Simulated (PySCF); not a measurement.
## Peak assignment

Numbering as in the mapped SMILES `[CH3:1][O:2][C@H:3]1[O:4][SiH2:5][C:6]([F:7])=[CH:8][SiH2:9]1`. Hydrogens are named by the atom that carries them. Ha(Si5), Ha(Si9) are cis to O2 on the ring; Hb(Si5), Hb(Si9) are trans to O2 on the ring.

All values are calculated (PySCF): geometry: GFN2-xTB, shielding tensors at PBE0/pcSseg-1 (GIAO). One conformer, relativity neglected, gas phase, equivalent nuclei averaged.

δ = σ(ref) − σ, references computed at the same level: TMS for $^{13}$C and $^{1}$H.

(1) Assign these signals to the numbered atoms. $^{13}$C{$^{1}$H} NMR (computed): δ 184.5 (C), 115.5 (CH), 99.2 (CH), 58.5 (CH3).

(2) Assign these signals to the numbered atoms. $^{1}$H NMR (500 MHz, computed): δ 6.14 (m, 1H), 5.16 (m, 1H), 5.05 (m, 1H), 4.82 (m, 1H), 4.68 (m, 1H), 4.31 (m, 1H), 3.69 (s, 3H).

## Answers

(1) 
| δ (ppm) | atoms | environment | reason |
| --- | --- | --- | --- |
| 184.5 | C6 | fully substituted alkene carbon | – |
| 115.5 | C8 | alkene CH | the olefinic region |
| 99.2 | C3 | sp3 carbon bearing two oxygens | 2 electronegative neighbours deshield it |
| 58.5 | C1 | methyl carbon bonded to O | the inductive effect lowers its shielding |

(2) 
| δ (ppm) | atoms | environment | reason |
| --- | --- | --- | --- |
| 6.14 | H(C8) | hydrogen on an alkene CH | olefinic region |
| 5.16 | Ha(Si5) | hydrogen on a silicon bonded to C, O, in a 6-membered ring | – |
| 5.05 | H(C3) | hydrogen on an sp3 carbon bearing two oxygens | its carbon carries O, which withdraws density |
| 4.82 | Hb(Si5) | hydrogen on a silicon bonded to C, O, in a 6-membered ring | – |
| 4.68 | Hb(Si9) | hydrogen on a silicon bonded to 2 C, in a 6-membered ring | – |
| 4.31 | Ha(Si9) | hydrogen on a silicon bonded to 2 C, in a 6-membered ring | – |
| 3.69 | H(C1) | hydrogen on a methyl carbon bonded to O | its carbon carries O, an electronegative neighbour |

Ha(Si5) and H(C3) lie closer than the usual error of such a calculation, so a measured spectrum could show them in the other order.

Splittings by $^{19}$F in the carbon and heteronuclear signals aren't shown, as no couplings were computed. Shifts are as computed. Against solution values, carbons near 30 ppm lie about +3 ppm off and those near 130 ppm about +5 ppm. Of 1309 compounds with measured shifts, 239 miss one by over three times the rms of a fit or turn the order of signals round; such compounds aren't used in these exercises. No couplings were computed; multiplicities are counted from neighbouring protons, with m where these are inequivalent, close in shift, in a saturated or five-membered ring or joined by F or P, and br s for small geminal =CH2 splittings.
